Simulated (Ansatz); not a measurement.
Born–Oppenheimer molecular dynamics of Ge3H8 (11 atoms, charge 0, multiplicity 1). It starts from a relaxed structure.

Level of theory: Ansatz, RKS BHLYP/def2-mTZVP.

* ensemble: NVT, Langevin thermostat
* time step: 0.25 fs
* steps asked: 150
* set temperature: 1000 K
* friction: 0.05 /fs
* seed: 758321

Frames 2.5 fs apart, positions in Å, forces in eV/Å.

Velocities at 7.5 fs (Å/ps):

```
Ge -2.69 4.57 1.24
Ge -0.65 3.00 -4.05
H -37.67 13.06 43.46
H 7.73 -14.81 27.19
H -12.21 -6.90 -23.31
H 28.75 18.56 -13.42
Ge 0.97 -4.48 -0.94
H -14.13 -4.07 17.81
H 18.73 -15.69 13.24
H 6.32 -14.81 -6.36
H 10.54 -8.82 15.62
```

```xyz
11
Properties=species:S:1:pos:R:3:forces:R:3 time_fs=7.5 energy_less_start_eV=0.794 T=522
Ge 0.129 0.167 0.041 0.00 -0.70 -0.61
Ge -0.071 -0.082 2.406 0.37 0.55 1.63
H -1.464 -0.197 3.060 0.03 -0.16 -0.45
H 0.789 -1.248 2.912 -0.09 -0.07 -0.09
H 0.507 1.183 3.198 -0.22 -0.63 -0.79
H 1.592 0.256 -0.337 0.46 0.55 0.19
Ge -1.188 1.914 -0.844 1.03 1.42 -0.49
H -2.734 1.710 -0.499 1.10 0.49 -0.33
H -0.313 3.120 -0.138 -1.48 -0.62 -0.62
H -0.773 2.032 -2.413 -0.79 -0.08 1.27
H -0.176 -0.988 -0.897 -0.42 -0.73 0.30
11
Properties=species:S:1:pos:R:3:forces:R:3 time_fs=10 energy_less_start_eV=0.772 T=544
Ge 0.125 0.177 0.046 1.01 -1.12 -1.08
Ge -0.077 -0.078 2.400 -0.30 -1.04 2.13
H -1.522 -0.161 3.123 0.93 -0.16 -0.95
H 0.814 -1.283 2.984 -0.71 0.69 -0.56
H 0.490 1.136 3.128 0.21 0.30 -0.20
H 1.648 0.322 -0.330 -0.55 0.37 0.42
Ge -1.186 1.901 -0.848 0.55 1.03 -0.55
H -2.706 1.695 -0.447 0.93 0.46 -0.39
H -0.344 3.050 -0.135 -1.12 -0.07 -0.45
H -0.817 2.000 -2.417 -0.68 -0.03 1.19
H -0.148 -1.019 -0.877 -0.27 -0.44 0.44
11
Properties=species:S:1:pos:R:3:forces:R:3 time_fs=12.5 energy_less_start_eV=0.721 T=485
Ge 0.124 0.186 0.049 1.53 -1.16 -0.92
Ge -0.084 -0.076 2.399 -1.04 -2.16 1.62
H -1.544 -0.111 3.151 1.17 -0.22 -1.07
H 0.827 -1.252 3.025 -0.82 0.62 -0.66
H 0.498 1.084 3.039 0.82 1.69 0.58
H 1.689 0.376 -0.265 -1.00 0.21 0.39
Ge -1.183 1.894 -0.853 -0.24 0.35 0.55
H -2.658 1.693 -0.436 0.33 0.29 -0.22
H -0.451 3.025 -0.162 -0.38 0.75 0.06
H -0.921 1.996 -2.321 -0.18 0.06 -0.64
H -0.130 -1.030 -0.843 -0.19 -0.43 0.30
11
Properties=species:S:1:pos:R:3:forces:R:3 time_fs=15 energy_less_start_eV=0.792 T=444
Ge 0.128 0.194 0.050 1.45 -1.31 -0.56
Ge -0.080 -0.077 2.399 -1.51 -1.06 1.37
H -1.531 -0.070 3.148 1.08 -0.26 -0.99
H 0.792 -1.157 3.063 -0.23 -0.30 -0.34
H 0.525 1.099 3.005 0.71 1.63 0.47
H 1.692 0.376 -0.173 -0.83 0.25 0.17
Ge -1.183 1.892 -0.848 -0.32 -0.56 1.41
H -2.604 1.750 -0.449 -0.83 -0.06 0.16
H -0.560 3.022 -0.204 0.48 1.88 0.76
H -0.992 1.992 -2.244 0.19 0.14 -2.65
H -0.103 -1.049 -0.811 -0.19 -0.35 0.21
11
Properties=species:S:1:pos:R:3:forces:R:3 time_fs=17.5 energy_less_start_eV=0.644 T=796
Ge 0.131 0.202 0.049 0.20 -1.56 0.03
Ge -0.076 -0.074 2.397 -0.56 2.26 1.37
H -1.466 -0.042 3.087 0.11 -0.20 -0.46
H 0.734 -1.050 3.123 0.73 -1.41 0.28
H 0.589 1.244 3.049 -0.45 -0.60 -0.68
H 1.611 0.361 -0.068 0.76 0.47 -0.21
Ge -1.182 1.883 -0.843 0.29 0.42 0.68
H -2.585 1.798 -0.441 -1.34 -0.29 0.25
H -0.656 3.108 -0.220 0.38 1.18 0.44
H -1.015 2.003 -2.273 0.09 0.03 -1.78
H -0.099 -1.067 -0.766 -0.21 -0.32 0.08
11
Properties=species:S:1:pos:R:3:forces:R:3 time_fs=20 energy_less_start_eV=0.956 T=1042
Ge 0.130 0.206 0.047 -0.87 -2.12 0.28
Ge -0.070 -0.072 2.394 0.99 3.37 0.91
H -1.420 0.012 2.953 -1.41 -0.15 0.40
H 0.720 -0.992 3.188 0.85 -1.58 0.42
H 0.640 1.352 3.086 -0.90 -1.50 -1.11
H 1.556 0.386 0.034 2.02 0.57 -0.52
Ge -1.181 1.875 -0.839 -0.56 2.72 -0.78
H -2.668 1.867 -0.424 0.22 -0.35 -0.18
H -0.683 3.262 -0.237 -0.16 -0.77 -0.34
H -1.029 2.039 -2.405 -0.16 -0.28 0.81
H -0.143 -1.116 -0.700 -0.03 0.10 0.10
11
Properties=species:S:1:pos:R:3:forces:R:3 time_fs=22.5 energy_less_start_eV=1.437 T=652
Ge 0.127 0.213 0.047 0.52 -2.62 0.30
Ge -0.061 -0.067 2.387 2.47 2.29 1.59
H -1.429 0.058 2.794 -2.10 -0.14 0.79
H 0.738 -1.049 3.247 -0.17 -0.50 -0.48
H 0.655 1.326 3.080 -0.89 -1.39 -1.03
H 1.605 0.445 0.071 0.66 0.24 -0.71
Ge -1.176 1.868 -0.834 -1.53 4.26 -1.86
H -2.741 1.939 -0.443 1.23 -0.47 -0.29
H -0.668 3.396 -0.248 -0.44 -1.96 -0.73
H -1.096 2.036 -2.550 -0.05 -0.41 2.29
H -0.225 -1.179 -0.614 0.29 0.71 0.13
11
Properties=species:S:1:pos:R:3:forces:R:3 time_fs=25 energy_less_start_eV=1.376 T=671
Ge 0.123 0.215 0.049 1.32 -3.03 0.31
Ge -0.051 -0.061 2.380 0.88 0.43 2.72
H -1.534 0.071 2.725 -0.12 -0.36 0.32
H 0.779 -1.153 3.331 -1.11 0.70 -1.48
H 0.605 1.218 3.048 -0.37 -0.35 -0.46
H 1.655 0.452 0.060 -0.31 -0.01 -0.76
Ge -1.174 1.866 -0.834 -1.92 4.25 -1.75
H -2.745 1.968 -0.446 1.30 -0.57 -0.22
H -0.678 3.394 -0.247 -0.35 -1.95 -0.77
H -1.162 1.992 -2.528 0.15 -0.30 2.08
H -0.309 -1.247 -0.490 0.53 1.18 0.01
11
Properties=species:S:1:pos:R:3:forces:R:3 time_fs=27.5 energy_less_start_eV=1.248 T=1035
Ge 0.122 0.213 0.053 1.39 -2.86 0.36
Ge -0.038 -0.058 2.377 -1.38 -2.65 1.75
H -1.601 0.052 2.737 1.02 -0.42 -0.01
H 0.790 -1.257 3.306 -1.29 1.17 -1.62
H 0.542 1.078 2.987 1.09 2.42 1.16
H 1.679 0.450 0.006 -0.70 -0.17 -0.67
Ge -1.177 1.863 -0.837 -2.14 2.70 0.34
H -2.728 1.946 -0.430 1.09 -0.54 -0.14
H -0.714 3.279 -0.324 0.10 -0.66 -0.25
H -1.174 1.906 -2.332 0.16 -0.10 -0.67
H -0.383 -1.255 -0.384 0.65 1.11 -0.23
11
Properties=species:S:1:pos:R:3:forces:R:3 time_fs=30 energy_less_start_eV=1.745 T=712
Ge 0.122 0.209 0.059 1.01 -2.52 0.38
Ge -0.028 -0.058 2.373 -1.83 -3.07 1.30
H -1.602 0.017 2.750 1.19 -0.32 -0.11
H 0.750 -1.315 3.188 -1.07 1.15 -1.29
H 0.564 1.039 3.002 1.33 2.74 1.54
H 1.665 0.418 -0.074 -0.53 -0.20 -0.56
Ge -1.179 1.856 -0.841 -2.94 -1.34 3.07
H -2.683 1.927 -0.424 0.47 -0.52 -0.03
H -0.739 3.084 -0.404 1.53 3.50 1.23
H -1.133 1.835 -2.184 0.19 -0.19 -5.07
H -0.444 -1.235 -0.295 0.64 0.76 -0.44
11
Properties=species:S:1:pos:R:3:forces:R:3 time_fs=32.5 energy_less_start_eV=0.806 T=1380
Ge 0.122 0.198 0.064 0.25 -2.38 0.34
Ge -0.020 -0.059 2.372 -0.68 0.38 2.18
H -1.571 -0.045 2.758 0.95 -0.10 -0.10
H 0.656 -1.317 3.015 -0.31 0.35 -0.48
H 0.645 1.149 3.103 -0.24 -0.26 -0.11
H 1.609 0.382 -0.154 0.23 -0.12 -0.54
Ge -1.177 1.841 -0.844 -0.92 -0.99 -1.06
H -2.583 1.926 -0.439 -1.30 -0.40 0.40
H -0.668 3.056 -0.376 1.38 2.86 0.82
H -1.112 1.747 -2.321 0.05 0.04 -0.98
H -0.459 -1.243 -0.244 0.57 0.63 -0.47
11
Properties=species:S:1:pos:R:3:forces:R:3 time_fs=35 energy_less_start_eV=1.020 T=1256
Ge 0.119 0.183 0.066 0.37 -2.12 0.21
Ge -0.009 -0.054 2.378 0.17 2.35 2.05
H -1.510 -0.100 2.733 0.13 0.16 0.15
H 0.556 -1.330 2.909 0.46 -0.56 0.16
H 0.744 1.271 3.188 -1.04 -1.75 -0.94
H 1.595 0.368 -0.210 0.24 -0.11 -0.48
Ge -1.176 1.824 -0.850 1.73 1.68 -2.74
H -2.538 1.920 -0.449 -2.29 -0.15 0.66
H -0.523 3.154 -0.289 -0.24 -0.49 -0.69
H -1.128 1.631 -2.527 0.00 0.50 1.97
H -0.456 -1.242 -0.274 0.48 0.49 -0.34
```

Of the whole run (38 fs, mean temperature of the second half 964 K): A run of 0.037 ps of so small a system gives no equilibrium averages.

The run took 8.1 min on 4 threads of Arm Neoverse V1, on a shared host, peak memory 0.41 GiB.
